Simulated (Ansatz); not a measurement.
Consider the ligand exchange at a Ge–C bond: `O[SiH](O)[CH2][GeH3]` + `N=C1O[SiH2]1` → `[GeH3]/[N]=C1\O[SiH2]1` + `C[SiH](O)O`.

Isolated molecules relaxed with PBE0-D4/def2-TZVP in Ansatz; ΔE leaves out vibrations. CCSD(T)/CBS is the MP2 limit (def2-TZVPP, def2-QZVPP) plus CCSD(T) − MP2 in def2-TZVPP, frozen cores. DFT in def2-TZVPP. For Ge outer-core shells are correlated without core-valence functions, which leaves a few kJ/mol of doubt a bond. Scalar relativity is left out up to krypton. One conformer a species, not always the lowest.

| level | ΔE (kJ/mol) |
| --- | --- |
| PBE-D4 | -18.0 |
| r2SCAN-D4 | -20.9 |
| CCSD/def2-TZVPP | -19.9 |
| CCSD(T)/def2-TZVPP | -20.5 |

(1) What does CCSD(T)/CBS give? (Estimate.)

Largest T1 diagnostic among the species: 0.017.

Answers

(1) Ansatz gave: -18.6 kJ/mol. The listed levels differ from it by 0.6, -2.3, -1.3, -1.9 kJ/mol.

In def2-TZVPP, CCSD(T) changes the Hartree–Fock value by +8.7 kJ/mol (the triples alone add −0.6 kJ/mol) and MP2 by +4.9 kJ/mol.
